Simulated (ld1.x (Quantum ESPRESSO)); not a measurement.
# Configuration tests for Ga (Z = 31) (PAW)

- Element: Ga
- Generator: ld1.x (Quantum ESPRESSO) 7.5
- Type: PAW
- Functional: LDA (PZ)
- Relativity: scalar-relativistic
- Frozen core: [Ar]
- Valence charge: 13
- Reference configuration: 3d10 4s2 4p0.75 (charge +0.25)
- Partial waves: 4s (bound): rcut 1.30, rcutus 1.60 bohr; 4s channel at 2.4 Ry: rcut 1.30, rcutus 1.60 bohr; 4p (bound): rcut 2.10, rcutus 2.70 bohr; 4p channel at 0.4 Ry: rcut 2.10, rcutus 2.70 bohr; 3d (bound): rcut 1.10, rcutus 1.40 bohr; 3d channel at 2.2 Ry: rcut 1.10, rcutus 1.40 bohr
- Local potential: all-electron potential smoothed inside 2.70 bohr (lloc = -2)
- Core correction: a·sin(br)/r model core, default radius (ld1.x builds one for every PAW set, though the input has nlcc=.false.)
- Augmentation charge: PSQ, radius 0.80 bohr

Energies are relative to the spin-unpolarised reference configuration 3d10 4s2 4p0.75; without spin polarisation the order of configurations can differ from experiment. Spin-polarised rows fill each open shell by Hund’s rule, majority spin first. The frozen-core shift is the all-electron ΔE with the core orbitals held at their reference shape minus the fully relaxed ΔE.

(1) Give the all-electron excitation energy and the error of the potential for: 3d10 4s2 4p1; 3d10 4s2 4p0; 3d10 4s1 4p0; 3d10 4s2 4p1.3; 3d9 4s0 4p0; 3d9 4s2 4p2; 3d9 4s2 4p1; 3d10 4s2 4p0.75 (spin-polarised); 3d10 4s2 4p1 (spin-polarised).

Levels in the configuration 3d9 4s2 4p2:

```tsv
level	all-electron (eV)	pseudo (eV)
3d	-28.305	-28.839
4s	-11.558	-11.558
4p	-4.037	-4.037
```

## Answers

(1)

```json
{"valence configuration": "3d10 4s2 4p1", "charge": "0", "ΔE all-electron (eV)": "-0.867", "error AE − PS (meV)": "+0.1", "frozen-core shift (meV)": "-0.1"}
{"valence configuration": "3d10 4s2 4p0", "charge": "+1", "ΔE all-electron (eV)": "5.021", "error AE − PS (meV)": "-0.9", "frozen-core shift (meV)": "+0.6"}
{"valence configuration": "3d10 4s1 4p0", "charge": "+2", "ΔE all-electron (eV)": "26.524", "error AE − PS (meV)": "-9.3", "frozen-core shift (meV)": "+4.1"}
{"valence configuration": "3d10 4s2 4p1.3", "charge": "-0.3", "ΔE all-electron (eV)": "-1.445", "error AE − PS (meV)": "+0.1", "frozen-core shift (meV)": "-0.1"}
{"valence configuration": "3d9 4s0 4p0", "charge": "+4", "ΔE all-electron (eV)": "122.347", "error AE − PS (meV)": "-390", "frozen-core shift (meV)": "+343"}
{"valence configuration": "3d9 4s2 4p2", "charge": "0", "ΔE all-electron (eV)": "19.535", "error AE − PS (meV)": "-241", "frozen-core shift (meV)": "+195"}
{"valence configuration": "3d9 4s2 4p1", "charge": "+1", "ΔE all-electron (eV)": "27.099", "error AE − PS (meV)": "-244", "frozen-core shift (meV)": "+199"}
{"valence configuration": "3d10 4s2 4p0.75 (spin-polarised)", "charge": "+0.25", "ΔE all-electron (eV)": "-0.084", "error AE − PS (meV)": "-0.1", "frozen-core shift (meV)": "+0.1"}
{"valence configuration": "3d10 4s2 4p1 (spin-polarised)", "charge": "0", "ΔE all-electron (eV)": "-1.001", "error AE − PS (meV)": "0.0", "frozen-core shift (meV)": "-0.1"}
```

A variational frozen-core shift is positive and of second order in the change. This column holds negative values, so the frozen-core run of ld1.x carries numerical noise or an error of first order here, and the column gives no more than the rough size of the effect.
